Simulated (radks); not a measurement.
Question: Neutral magnesium, configuration [He] 2s2 2p5.75 3s2 4s0.25 (fractional occupations, a model configuration). All-electron calculation, non-relativistic Kohn-Sham, PBE, spin-polarised, spherical densities, point nucleus; open shells are filled with parallel spins first. Program: a radial shooting solver on a logarithmic mesh with Libxc functionals. Some entries of the table are withheld. Estimate them.

orbital  occ.  eigenvalue (hartree)  r(max) (bohr)  <r> (bohr)
1s up       1             -46.44778        0.08539      0.1309
1s down     1             -46.43721        0.08538      0.1309
2s up       1              -3.11611         0.5459      0.6928
2s down     1              -3.09439         0.5464      0.6939
2p up       3                   (1)            (2)      0.6778
2p down  2.75                   (3)            (4)      0.6800
3s up       1              -0.22501          2.419       2.945
3s down     1              -0.22314          2.426       2.943
4s up    0.25              -0.02767          9.717         (5)

Answer: 
(1) 2p up eigenvalue (hartree): -1.91022
(2) 2p up r(max) (bohr): 0.4756
(3) 2p down eigenvalue (hartree): -1.88728
(4) 2p down r(max) (bohr): 0.4764
(5) 4s up <r> (bohr): 10.98
